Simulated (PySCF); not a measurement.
**A search over the determinants of CaB⁺**

Unrestricted PBE0; Ca x2c-SVPall, B x2c-SVPall; spin-free X2C with a Gaussian nucleus (PySCF 2.14). Outer shells of the fragments: Ca+ 4s1; B 2s2 2p1.

Followed along the bond (rough minima from three points):

```json
{"2Ms+1": "3", "unpaired": "σ ↑, π ↑", "⟨S²⟩ at the start": "2.00", "R at minimum (Å)": "2.46", "Te (eV)": "0.00"}
{"2Ms+1": "1", "unpaired": "σ ↑, π ↓", "⟨S²⟩ at the start": "1.01", "R at minimum (Å)": "2.45", "Te (eV)": "0.28"}
{"2Ms+1": "3", "unpaired": "π ↑↑", "⟨S²⟩ at the start": "2.01", "R at minimum (Å)": "2.23", "Te (eV)": "0.34"}
{"2Ms+1": "1", "unpaired": "none", "⟨S²⟩ at the start": "0.30", "R at minimum (Å)": "2.95", "Te (eV)": "0.35"}
{"2Ms+1": "1", "unpaired": "π ↑↓", "⟨S²⟩ at the start": "1.00", "R at minimum (Å)": "2.23", "Te (eV)": "0.57"}
```

Solutions found at the starting distance of 2.505 Å, counted from the lowest of them; the search is not exhaustive and high or unbound solutions are not listed, so other states can lie among these:

```tsv
2Ms+1	unpaired	term	E (eV)	⟨S²⟩	⟨Lz²⟩	μ (D)
3	σ ↑, π ↑	³Π	0.00	2.00	1.00	-5.85
1	σ ↑, π ↓	mixed	0.28	1.01	1.00	-5.78
3	π ↑↑	³Σ⁻	0.60	2.01	0.00	-6.22
1	none	¹Σ⁺	0.67	0.30	0.00	-3.17
1	π ↑↓	mixed	0.82	1.00	2.01	-6.10
3	σ ↑↑	³Σ⁺	1.13	2.00	0.00	0.82
1	none	mixed	1.57	0.00	2.00	-5.61
3	σ ↑, δ ↑	³Δ	2.56	2.00	4.00	-0.58
1	σ ↑, δ ↓	mixed	2.58	1.00	4.00	-0.63
3	σ ↑↑, π ↑↓	mixed	4.55	3.00	2.00	-6.29
```

A term symbol is given only where ⟨S²⟩ and ⟨Lz²⟩ are close to those of a pure state; real π, δ and φ orbitals otherwise mix terms. A positive dipole points towards B; it is taken about the centre of mass and depends on that origin.

Counting both spins, an empty level lies below a filled one in some of these solutions, because spin and occupation are held.
